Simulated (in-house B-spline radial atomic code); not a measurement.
A calculation on Pb II (Pb+) (an excited or competing configuration): its settings, and results tabulated from the run. All numbers are computed (Dirac-Hartree-Fock, average of configuration; Fermi nucleus of rms radius 5.5012 fm) with an all-electron radial atomic-structure program (B-spline basis), not measured.

Command:
```bash
python run_scf.py task.json out
```
Settings (nuclear radius in fm, mass in u):
```
Z                82
configuration    [Xe] 4f14 5d10 6s2 8p1
hamiltonian      dirac
method           hf
spin_polarised   False
nucleus          fermi
rms_radius       5.5012
atomic_mass      207.97665
speed_of_light   137.035999084
```

Output (hartree, bohr):
```
 radial grid: 81 intervals, B-splines of order 8, outer radius 60 bohr

 iter        energy (Eh)    residual
    1      -20911.795662    1.05e+00
    2      -20912.514484    1.60e-01
    3      -20913.099379    1.90e-02
    4      -20913.102297    8.57e-03
    5      -20913.102783    8.51e-04
    6      -20913.102812    3.97e-04
    7      -20913.102817    1.23e-04
    8      -20913.102817    2.82e-05
    9      -20913.102817    6.57e-06
   10      -20913.102817    4.77e-07

 total energy                    -20913.10282
 kinetic                           24308.7456
 electron-nucleus                 -52872.4614
 electron-electron                  7650.6130

 first-order corrections (not in the total)
   Gaunt                            27.6941
   retardation                      -2.9362
   frequency dependence             -0.5631
   self-energy                      20.9733
   Uehling                          -4.4522
   Wichmann-Kroll                    0.2049
   recoil                            0.0329

 orbital      occ     eigenvalue          <r>       <r^2>       <1/r>       <r^4>     <1/r^2>       r_max    small
 1s1/2      2.000     -3256.4114     0.016054 0.000357425     101.241 3.54072e-07     25921.8    0.009847  9.78e-02
 2s1/2      2.000      -588.4063    0.0668825  0.00536141     25.0503 5.07084e-05     3760.95     0.05735  2.26e-02
 2p1/2      2.000      -564.0090    0.0549507  0.00378483     24.9602 3.00709e-05     1183.28     0.04204  2.26e-02
 2p3/2      4.000      -483.4210    0.0638295  0.00496287     19.9546 4.84164e-05     544.976     0.04972  1.99e-02
 3s1/2      2.000      -144.2753     0.173686    0.034662      9.1991  0.00182262     866.964      0.1612  7.62e-03
 3p1/2      2.000      -133.3245     0.164406   0.0315836     9.09636   0.0015878     279.428      0.1504  7.55e-03
 3p3/2      4.000      -115.1142     0.180518   0.0378689     7.79323  0.00225436     131.009      0.1658  6.77e-03
 3d3/2      4.000       -97.3317     0.157097   0.0289797      7.6735  0.00148805     73.9198       0.129  6.63e-03
 3d5/2      6.000       -93.4912     0.161992    0.030686     7.38281  0.00165115     67.2288      0.1332  6.42e-03
 4s1/2      2.000       -34.5067     0.383968    0.166449     3.88814   0.0398974     222.098      0.3628  2.60e-03
 4p1/2      2.000       -29.7317     0.385638    0.169235     3.77614   0.0422789     70.6096      0.3608  2.50e-03
 4p3/2      4.000       -25.2166     0.418433    0.198974     3.34514   0.0583523     33.7189      0.3913  2.22e-03
 4d3/2      4.000       -17.4393     0.423534    0.207134     3.14415    0.067501     17.9324      0.3832  2.02e-03
 4d5/2      6.000       -16.5863     0.434362    0.217628     3.04291     0.07439     16.2988      0.3927  1.94e-03
 5s1/2      2.000        -6.6646     0.864451    0.837029     1.58483     1.01069     45.4114       0.795  6.64e-04
 5p1/2      2.000        -4.9587     0.924949    0.964653     1.46384     1.38659     13.3393      0.8344  5.81e-04
 5p3/2      4.000        -4.1129      1.01133     1.15361     1.30944     1.99294     6.37593      0.9075  4.96e-04
 4f5/2      6.000        -6.4537     0.448953    0.240714     2.69857    0.112379     8.98075      0.3489  1.57e-03
 4f7/2      8.000        -6.2619     0.455039    0.247201     2.65995    0.118507       8.706      0.3535  1.54e-03
 5d3/2      4.000        -1.6558      1.25395     1.81561     1.04204     5.50331     2.56334       1.049  3.27e-04
 5d5/2      6.000        -1.5536      1.30001     1.95281     1.00072     6.39187     2.28127       1.083  3.04e-04
 6s1/2      2.000        -1.0153      2.23593     5.62022    0.573152     47.1914     6.16293       1.964  1.07e-04
 8p1/2      0.333        -0.1157      12.6702      179.24    0.103834     43305.6   0.0895208       12.88  5.89e-06
 8p3/2      0.667        -0.1107      13.2456     195.879   0.0993444     51576.9   0.0512616       13.53  5.46e-06
```

Time taken, with all properties: 1.5 s on 1 thread of Arm Neoverse V2, with other jobs on the host.

For the Dirac Hamiltonian the kinetic term is c α·p + (β - 1)c².
